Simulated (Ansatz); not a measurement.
Consider the cleavage of the B–B bond: `BBBr` + `CBNC` → `BN(C)BC` + `BBr`.

Calculated with Ansatz (gas phase, PBE0-D4/def2-TZVP geometries, no zero-point term in ΔE). CCSD(T)/CBS adds triple-zeta CCSD(T) − MP2 to the extrapolated MP2 energy (def2 sets, frozen cores). Functionals use def2-TZVPP. For Br outer-core shells are correlated without core-valence functions, which leaves a few kJ/mol of doubt a bond. Scalar relativity is left out up to krypton. One conformer a species, not always the lowest.

```
        level  ΔE (eV)
    r2SCAN-D4    -1.02
      PBE0-D4    -1.02
      ωB97M-V    -1.12
MP2/CBS(def2)    -1.20
```

Problem. What does CCSD(T)/CBS give? (Best estimate.)

Solution. The calculation gave: -1.13 eV. The listed levels differ from it by 0.11, 0.11, 0.01, -0.07 eV.

Largest T1 diagnostic among the species: 0.011.

The D4 term adds −0.05 eV with B3LYP and −0.03 eV with PBE0; it sums over pairs of atoms, weighted by their polarisabilities, and B3LYP, whose exchange is more repulsive, gets the larger term. From PBE to PBE0 (25 % exact exchange), in def2-TZVPP and without D4, ΔE moves by −0.05 eV.

B3LYP here is the variant with VWN-RPA as its local correlation; programs differ in this.
